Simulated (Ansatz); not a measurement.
Molecule: dichloroborane, sum formula BHCl$_{2}$ (charge 0, singlet). SMILES: ClBCl
Geometry: optimised at B3LYP-D3(BJ)/def2-TZVP (Ansatz, an electronic-structure program).

Computed values are from Ansatz. Cores are frozen in the correlated levels unless marked. UHF or UKS for open shells. No spin-orbit coupling. Non-relativistic. CBS marks a two-point X^-3 extrapolation of the correlation energy; Hartree-Fock from the larger set. [CCSD(T)-MP2]/basis is that difference in the basis named.

- atomisation energy De: 313.3 kcal/mol at CCSD(T)/CBS(aug-cc-pV(T+d)Z,aug-cc-pV(Q+d)Z)
- vertical ionisation energy (to the doublet): 12.15 eV at RI-MP2/CBS(aug-cc-pV(T+d)Z,aug-cc-pV(Q+d)Z)+[CCSD(T)-MP2]/aug-cc-pV(T+d)Z
- vertical electron affinity (to the doublet; negative means unbound): -1.08 eV at RI-MP2/CBS(aug-cc-pV(T+d)Z,aug-cc-pV(Q+d)Z)+[CCSD(T)-MP2]/aug-cc-pV(T+d)Z
- total energy: -945.0149 Eh at CCSD(T)/CBS(aug-cc-pV(T+d)Z,aug-cc-pV(Q+d)Z)
- dipole moment: 0.52 D at CCSD(T)/aug-cc-pV(D+d)Z
- T1 diagnostic: 0.011 at CCSD/aug-cc-pV(Q+d)Z
